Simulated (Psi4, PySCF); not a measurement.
ClOTi (SMILES [O]=[Ti][Cl]), doublet, geometry from GFN2-xTB (such geometries of metal compounds can be far from the true shape) (the multiplicity is a formal guess), atoms displaced at random by about 0.08 Å a coordinate. Base run: B3LYP/6-31G, gradient (PySCF).

The PySCF input:
```python
from pyscf import gto, scf, dft

mol = gto.Mole()
mol.atom = '''
    Ti    0.464757   -0.025621    0.457534
    Cl   -0.671076    0.724027   -1.053037
    O     0.121746   -1.487938    1.058608
'''
mol.basis = '6-31g'
mol.charge = 0
mol.spin = 1
mol.verbose = 4
mol.build()

mf = dft.UKS(mol)
mf.xc = 'b3lyp'
mf.kernel()
g = mf.nuc_grad_method()
grad = g.kernel()
```

Programs used: Psi4, PySCF; a row that names a program was run with it.

The coordinate followed is y of atom 2.

Variants of this job, named by their change:

```tsv
change	dE/dx (Eh/bohr)	net force (Eh/bohr)
base	-0.037850	0.000087
grids.level = 1; grid_response = off	-0.038236	0.000905
grids.level = 0; grid_response = on	-0.037707	0.000000
conv_tol = 1e-11	-0.037851	0.000087
finite difference step (bohr) = 1e-4; conv_tol = 1e-11	-0.037906	-
grids.level = 0; grid_response = off	-0.038250	0.002155
grids.level = 5; grid_response = off	-0.037889	0.000012
density fitting = on; auxbasis_response = off	-0.037791	0.000261
grid_response = on	-0.037905	0.000000
finite difference step (bohr) = 1e-5; conv_tol = 1e-11	-0.037906	-
grids.level = 1; grid_response = on	-0.037909	0.000000
code = psi4	-0.038028	0.000425
```

The net force is zero for an exact gradient.

Open shells are given as the SCF converged; they aren't shown to be the lowest states, and a large step between rows can be another state.
